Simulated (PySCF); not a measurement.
# Computed structure and properties of [BiCl4]+

System: [BiCl4]+ (singlet); start: template (C2v). Method: PySCF 2.14.0, RKS BP86, Bi def2-SVP with ECP60, Cl def2-SVP; non-relativistic Hamiltonian with scalar-relativistic core potentials where named; density fitting; no spin-orbit coupling.

Input of the relaxation:

```python
mol = gto.M(atom='''
Bi    -0.00513    -0.24671     0.00000
Cl    -0.00513    -0.24671     2.47380
Cl    -0.00513    -0.24671    -2.47380
Cl     2.16585     0.93930    -0.00000
Cl    -2.12495     1.02849     0.00000''',
    basis={'Bi': 'def2-SVP', 'Cl': 'def2-SVP'},
    ecp={'Bi': 'def2-SVP'},
    charge=1, spin=0)
mf = dft.RKS(mol, xc='B88,P86')
mf.grids.atom_grid = (50, 194)
mf = mf.density_fit()  # fitting sets: Bi def2-universal-JKFIT, Cl def2-universal-JKFIT
mf.conv_tol = 1e-08; mf.max_cycle = 55
mf.kernel(dm0)  # dm0: converged density of the start geometry
# quasi-Newton relaxation in Cartesian coordinates to a largest gradient under 0.00045 Eh/bohr, steps kept in the point group
```

Run from Python with OMP_NUM_THREADS=2; the lines above give its settings. Where DIIS fails, smearing, a level shift and second-order steps follow.
It took 40 s on 2 threads of Arm Neoverse V2, on a shared host, from the converged density of the start.

Course of the relaxation:

| step | energy above end (eV) | largest force component within the symmetry (eV/Å) |
| --- | --- | --- |
| 0 | 1.1775 | 1.506 |
| 1 | 0.8912 | 0.932 |
| 2 | 0.5863 | 0.908 |
| 3 | 0.4401 | 0.979 |
| 4 | 0.2067 | 0.519 |
| 5 | 0.0676 | 0.208 |
| 6 | 0.0123 | 0.183 |
| 7 | 0.0041 | 0.335 |
| 8 | 0.0000 | 0.030 |
| 9 | 0.0000 | 0.015 |

Relaxed geometry (Td):

```xyz
5

Bi    0.0052    0.2510    0.0000
Cl   -0.0241   -1.1600    1.9690
Cl   -0.0241   -1.1600   -1.9690
Cl    2.0137    1.6072    0.0000
Cl   -1.9452    1.6895    0.0000
```

```csv
contact,Å
Bi1–Cl2 (Cl),2.422
Bi1–Cl3 (Cl),2.422
Bi1–Cl4 (Cl),2.424
Bi1–Cl5 (Cl),2.424
```

On the finer grid (75, 302):

```
HOMO                                                          : -13.50 eV
LUMO                                                          : -12.17 eV
Dipole about the centre of mass                               : 0.02 D
Set of Mulliken populations of Bi1 outside the core potential : s 3.63, p 7.99, d 10.36
D3(BJ) dispersion energy (not in the energies)                : -0.483 eV
```

| atom | Mulliken (e) | Löwdin (e) | spin (e) |
| --- | --- | --- | --- |
| Bi1 | 1.02 | 0.51 | 0.00 |
| Cl2 | 0.00 | 0.12 | 0.00 |
| Cl3 | 0.00 | 0.12 | 0.00 |
| Cl4 | 0.00 | 0.12 | 0.00 |
| Cl5 | 0.00 | 0.12 | 0.00 |

On the grid (50, 194), as all that follows. Harmonic modes: a minimum; lowest 76 cm⁻¹ (negative: unstable), highest 348 cm⁻¹, zero-point energy 0.111 eV.

Taking off one Cl (charge -1, singlet; the rest: singlet) in vacuum, both parts rigid, costs 15.61 eV; the small basis without counterpoise inflates it. Most of it is the attraction of opposite charges; other ways to part are cheaper, and one spin state was tried for the rest.

Rigid scan of Cl along the line from its metal, all other atoms held (where the atom bridges, its other bond changes as well):

```json
{"distance to Cl2 (Å)": "2.12", "energy (eV)": "0.920"}
{"distance to Cl2 (Å)": "2.22", "energy (eV)": "0.348"}
{"distance to Cl2 (Å)": "2.32", "energy (eV)": "0.074"}
{"distance to Cl2 (Å)": "2.42", "energy (eV)": "0.000"}
{"distance to Cl2 (Å)": "2.52", "energy (eV)": "0.054"}
{"distance to Cl2 (Å)": "2.62", "energy (eV)": "0.187"}
{"distance to Cl2 (Å)": "2.82", "energy (eV)": "0.558"}
```

One start shape was tried, so this needn't be the lowest isomer.
